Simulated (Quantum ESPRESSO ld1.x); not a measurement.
Question: Radial electron density D(r) = 4 pi r^2 rho(r) of an atom or ion with 62 electrons. All-electron calculation, scalar-relativistic Kohn-Sham, revPBE, spin-unpolarised, spherical densities, point nucleus. Program: ld1.x of Quantum ESPRESSO 7.5.

r (bohr),D(r) (e/bohr)
0.001469,9.749
0.001928,14.68
0.00253,21.66
0.003348,31.49
0.004394,43.74
0.005768,58.15
0.00757,73.02
0.01002,85.60
0.01315,91.48
0.01726,89.39
0.02283,82.82
0.02997,82.19
0.03934,95.54
0.05164,115.9
0.06832,121.2
0.08968,103.7
0.1177,92.92
0.1557,106.5
0.2044,102.1
0.2683,65.20
0.3522,50.28
0.466,59.70
0.6117,47.08
0.8029,24.77
1.062,13.39
1.394,7.226
1.83,2.325
2.402,0.3462
3.179,0.01731
4.172,0.0002470

What is the nuclear charge?

Answer: Z = 68. The innermost maximum, from 1s, lies near gamma/Z bohr with gamma = sqrt(1 - (Z/c)^2) = 0.868, here 0.0128 bohr (found: 0.0139), and its height grows with Z. The density is that of the erbium ion Er6+ in [Kr] 4d10 4f10 5s2 5p4; the configuration itself is not fixed sharply by these data, and Z only to a few units. D(r) has 4 maxima, at r = 0.0139, 0.0631, 0.174, 0.474 bohr, and minima at 0.0268, 0.114, 0.338 bohr, inside which lie 1.92, 11.09, 29.62 electrons.
